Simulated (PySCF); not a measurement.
**How methods differ on the excitation energy of Mg**

Mg [Ne] 3s2 (1S) → Mg [Ne] 3s1 3p1 (3P), as a difference of total energies. Calculation: PySCF 2.14, in aug-cc-pVTZ; the non-relativistic Hamiltonian (point nucleus). Correlated levels: valence: [Ne] frozen. The calculations carry no spin-orbit coupling.

| method | excitation energy (eV) | error (eV) |
| --- | --- | --- |
| UHF | 1.792 | -0.922 |
| MP2 (valence) | 2.373 | -0.341 |
| SCS-MP2 (valence) | 2.545 | -0.169 |
| CCSD (valence) | 2.591 | -0.123 |

Reference: 2.714 eV (measured; NIST levels, between the centres of gravity of the two terms).

Errors of the correlated levels include the incompleteness of this basis and the frozen core.

With two correlated electrons CCSD is exact in that space.
